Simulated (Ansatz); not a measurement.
Cost and result for the atomization energy of C2H4F2Sn (9 atoms, 7 bonds).

Cartesian coordinates in Å:
```
F 0.162 -2.253 -0.195
C -0.599 -1.208 -0.032
F -1.500 -1.438 0.880
C -0.506 -0.085 -0.740
Sn 1.212 0.804 1.265
H 0.224 -0.015 -1.532
H -1.233 0.699 -0.592
H 0.127 2.201 1.129
H 2.111 1.296 -0.182
```

Total charge 0; spin multiplicity 1. Correlated methods include outer-core shells of Sn, which these sets cover unevenly. Sn takes the def2 core potential. The bonds changed during the relaxation, so this is another structure than the one it started from. Geometry: relaxed with PBE0-D4/def2-TZVP. Program: Ansatz. All runs use 4 threads of an Arm Neoverse V1 on a shared host. Times are those of one run each, without the atoms' runs, and a repeat can differ threefold. Electronic energies, without spin–orbit coupling; frozen cores. CCSD(T)/CBS adds CCSD(T) − MP2 in def2-TZVPP to the MP2 limit, and its time is that of the two runs behind it. T1 = 0.014. With those shells the extrapolation isn't a true limit. B3LYP takes the VWN-RPA correlation (the form of Gaussian; ORCA's B3LYP/G). HSE06 is the plane-wave form, built on full-range PBE exchange.

CCSD(T)/CBS is a level of theory with its own doubt, some kJ/mol a heavy atom from the limit and from the frozen cores, so smaller differences don't rank the functionals.

| level | functions | wall time |
| --- | --- | --- |
| LDA (SPW92)/def2-TZVPP | 230 | 1.3 s |
| PBE-D4/def2-TZVPP (with forces) | 230 | 2.4 s |
| PBE0-D4/def2-TZVPP | 230 | 2.7 s |
| BHLYP-D4/def2-TZVPP | 230 | 2.8 s |
| HSE06-D4/def2-TZVPP | 230 | 3 s |
| CAM-B3LYP-D4/def2-TZVPP | 230 | 3.1 s |
| B3LYP-D4/def2-TZVPP (with forces) | 230 | 4.1 s |
| r2SCANh-D4/def2-TZVPP | 230 | 4.5 s |
| CCSD(T)/def2-SVP | 102 | 8 s |
| B97M-V/def2-TZVPP | 230 | 8.5 s |
| MP2/def2-QZVPP | 430 | 18 s |
| CCSD(T)/def2-TZVPP | 230 | 3.4 min |
| CCSD(T)/CBS(def2) | – | 3.7 min |

Question: What atomization energy does each give, and how far from CCSD(T)/CBS? (An estimate is asked.)

Answer: Ansatz gave: 
```tsv
level	atomization (kcal/mol)	difference from CCSD(T)/CBS	per bond
LDA (SPW92)/def2-TZVPP	859.9	135.3	19.3
PBE-D4/def2-TZVPP (with forces)	750.2	25.6	3.7
PBE0-D4/def2-TZVPP	726.4	1.8	0.3
BHLYP-D4/def2-TZVPP	693.1	-31.5	-4.5
HSE06-D4/def2-TZVPP	726.9	2.3	0.3
CAM-B3LYP-D4/def2-TZVPP	728.5	3.9	0.6
B3LYP-D4/def2-TZVPP (with forces)	725.2	0.6	0.1
r2SCANh-D4/def2-TZVPP	720.7	-3.9	-0.6
CCSD(T)/def2-SVP	682.0	-42.6	-6.1
B97M-V/def2-TZVPP	732.3	7.7	1.1
MP2/def2-QZVPP	729.6	5.0	0.7
CCSD(T)/def2-TZVPP	704.2	-20.4	-2.9
CCSD(T)/CBS(def2)	724.6	0.0	0.0
```

From PBE to PBE0 (25 % exact exchange), in def2-TZVPP and without D4, the atomization energy moves by −23.1 kcal/mol: exact exchange takes away binding that semilocal exchange gives to molecules. In def2-TZVPP, CCSD(T) changes the Hartree–Fock value by +206.4 kcal/mol (the triples alone add +14.4 kcal/mol) and MP2 by +219.7 kcal/mol; breaking electron pairs costs correlation energy, which Hartree–Fock lacks. Leaving LDA and LC-ωPBE aside and taking each functional with its dispersion term where it has one, the values spread over 57.1 kcal/mol, from BHLYP-D4 to PBE-D4. LDA lies +114.5 kcal/mol from PBE without D4, its usual overbinding.

Spin–orbit coupling would lower the free Sn atoms strongly, and the atomization energy with them, by more than many differences here. For some Ge, Se and Sn compounds the MP2-based and the directly extrapolated limit differ by 10 to 25 kJ/mol.
